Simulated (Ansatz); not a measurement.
The same path of ClF3H2NTa + H (9 atoms, charge 0, multiplicity 2) was run twice with different band settings. Lost on the way: Ta1–Cl2. Made: Cl2–H9.

Method: UHF/def2-SVP in Ansatz.

Relaxed end points:

```xyz
9
Properties=species:S:1:pos:R:3
Ta 0.007 0.013 -0.129
Cl 2.300 -0.012 0.262
F -1.240 0.033 1.262
N -0.588 0.014 -1.977
H -0.783 -0.823 -2.499
H -0.764 0.850 -2.505
F -0.065 1.893 -0.218
F -0.109 -1.865 -0.204
H 6.422 -0.103 0.397
```

```xyz
9
Properties=species:S:1:pos:R:3
Ta -0.315 0.053 -0.036
Cl 3.636 -0.295 -0.325
F 0.106 -1.087 1.412
N -0.069 -0.250 -1.967
H -0.469 0.353 -2.670
H 0.460 -0.976 -2.416
F 0.953 1.442 0.300
F -2.204 -0.040 0.065
H 3.083 0.799 0.028
```

Common settings: movable images 7; climbing image yes; optimiser quadratic models (default); start path through a guess of the saddle point; force threshold 0.05 eV/Å; iteration limit 60; end points relaxed.

| run | spring |
| --- | --- |
| 1 | 5.0 eV/Å² |
| 2 | 0.1 eV/Å² |

(1) What does each run give, and how far can it be trusted?

Answers

(1) Run 1: converged after 57 iterations, highest image 0.496 eV above the first end. The profile has 2 maxima (images 2, 6) with wells between them (image 5): this band takes more than one step, which may be the mechanism or a detour left from its start path. A structure lower than the last end lies on the path between it and the top, so the climb from that side starts below the end, which may itself be a saddle point or a shallow side well. A vibrational analysis at the climbing image gives one clearly imaginary mode, 93i cm⁻¹: a first-order saddle point.
Run 2: converged after 29 iterations, highest image 0.496 eV above the first end. The profile has 2 maxima (images 2, 4) with wells between them (image 3): this band takes more than one step, which may be the mechanism or a detour left from its start path. Another band between the same ends (7 images) ends at a top of the same energy, where a vibrational analysis finds 1 clearly imaginary mode.
